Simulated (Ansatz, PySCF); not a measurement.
Gas-phase reaction in SMILES: Cl[CH]C(Cl)(Cl)Cl → Cl[C](Cl)C(Cl)Cl
Structures are relaxed separately at B3LYP-D3(BJ)/def2-TZVP in Ansatz (an electronic-structure program), one conformer each, not searched for the lowest. Frequencies are from Ansatz.

Quantity: isomerisation energy (0 K, with B3LYP-D3(BJ) harmonic zero-point energies), in kJ/mol. Correlated levels leave the core frozen unless marked. Open shells are spin-unrestricted. No spin-orbit coupling. No relativistic terms. CBS(X,Y): correlation extrapolated as X^-3; Hartree-Fock from the larger set. [CCSD(T)-MP2]/basis is that difference in the basis named.

```tsv
level	program	isomerisation energy (kJ/mol)
HF-D4/def2-TZVPD	PySCF + dftd4	-24.2
```

Question: Predict the RI-MP2/CBS(cc-pV(T+d)Z,cc-pV(Q+d)Z)+[CCSD(T)-MP2]/cc-pV(T+d)Z result (Ansatz).

Answer: -20.8 kJ/mol
